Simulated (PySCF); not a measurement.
Geometry:
| atom | x (Å) | y (Å) | z (Å) |
| --- | --- | --- | --- |
| Si1 | -0.006 | -0.003 | 0.279 |
| H2 | -0.015 | -0.024 | 1.784 |
| C3 | 1.775 | 0.240 | -0.308 |
| C4 | 2.754 | -0.838 | 0.149 |
| H5 | 2.111 | 1.231 | 0.044 |
| H6 | 1.760 | 0.306 | -1.411 |
| H7 | 3.776 | -0.648 | -0.213 |
| H8 | 2.802 | -0.898 | 1.248 |
| H9 | 2.463 | -1.836 | -0.217 |
| C10 | -1.094 | 1.429 | -0.306 |
| C11 | -0.674 | 2.805 | 0.203 |
| H12 | -2.131 | 1.210 | 0.003 |
| H13 | -1.105 | 1.413 | -1.411 |
| H14 | -1.344 | 3.601 | -0.159 |
| H15 | -0.682 | 2.845 | 1.304 |
| H16 | 0.345 | 3.067 | -0.122 |
| C17 | -0.692 | -1.650 | -0.345 |
| C18 | -2.102 | -1.981 | 0.138 |
| H19 | 0.011 | -2.445 | -0.039 |
| H20 | -0.658 | -1.633 | -1.449 |
| H21 | -2.447 | -2.959 | -0.234 |
| H22 | -2.153 | -2.013 | 1.238 |
| H23 | -2.834 | -1.230 | -0.198 |

- GIAO B3LYP/pcSseg-1 shieldings
- structure optimised with PBE0-D3(BJ)/def2-SVP
- run in PySCF 2.14.0 with density-fitted response routines
- averaged over atoms made equivalent by symmetry, fast rotation or ring inversion, gas phase, relativity neglected, single conformer

Scale: $^{13}$C (σref 179.24) and $^{1}$H (σref 31.38) and $^{29}$Si (σref 337.86) vs TMS (reference shieldings calculated alike).

```csv
atoms,nucleus,count,δ (ppm)
H5/H6/H12/H13/H19/H20,$^{1}$H,6,0.47
H7/H8/H9/H14/H15/H16/H21/H22/H23,$^{1}$H,9,1.04
H2,$^{1}$H,1,3.75
Si1,$^{29}$Si,1,?
C3/C10/C17,$^{13}$C,3,6.5
C4/C11/C18,$^{13}$C,3,?
```

Fill in the missing shifts.

Answers


- C4/C11/C18: 10.6 ppm, carbon bonded to C, 3 H
- Si1: 1.1 ppm, silicon bonded to 3 C, H

Shifts are as computed. Against solution values, carbons near 30 ppm lie about +2 ppm off and those near 130 ppm about +6 ppm. Of 1313 compounds with measured shifts, 239 miss one by over three times the rms of a fit or turn the order of signals round; such compounds aren't used in these exercises.
